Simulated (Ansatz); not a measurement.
The cluster Ga2Te3 (the lowest singlet isomer of a short search) was relaxed with r2SCAN-D4 (def2-SVP) in Ansatz in these states: neutral quintet, neutral singlet, neutral triplet. The geometries follow in no particular order.

In the def2 sets Te takes a core potential; there is no spin–orbit coupling.

A:

```
atom   x (Å)   y (Å)   z (Å)
 Ga1   0.335  -0.817  -1.161
 Ga2  -0.570  -0.307   1.828
 Te3   1.928  -0.393   1.010
 Te4   0.486   1.801  -1.427
 Te5  -2.179  -0.285  -0.250
```

B:

```
atom    x (Å)    y (Å)    z (Å)
 Ga1  -0.5110  -0.1281  -0.4108
 Ga2   1.7711   0.4437   1.4240
 Te3  -0.6904  -0.1399   2.1347
 Te4  -2.4196  -0.6053  -1.9454
 Te5   1.8500   0.4296  -1.2024
```

C:

```xyz
5

Ga   -0.172   -0.566   -0.732
Ga    0.672    2.061    0.543
Te    0.487    1.328   -2.128
Te   -0.886   -2.640    0.417
Te   -0.101   -0.182    1.899
```

Judge from the bond lengths which geometry belongs to which state (an estimate).

A is the neutral quintet (Te4–Te5 3.583 Å, Ga1–Te3 2.726 Å, Ga1–Te5 2.726 Å); B is the neutral triplet (Te4–Te5 4.456 Å, Ga1–Te3 2.552 Å, Ga1–Te5 2.552 Å); C is the neutral singlet (Te4–Te5 2.976 Å, Ga1–Te3 2.444 Å, Ga1–Te5 2.660 Å).

At PBE0-D4/def2-TZVP a singlet lies 1.74 eV below the neutral quintet. At PBE0-D4/def2-TZVP a singlet lies 0.32 eV below the neutral triplet. These are the stationary points nearest to one start from a short search; other shapes may lie lower in each state.
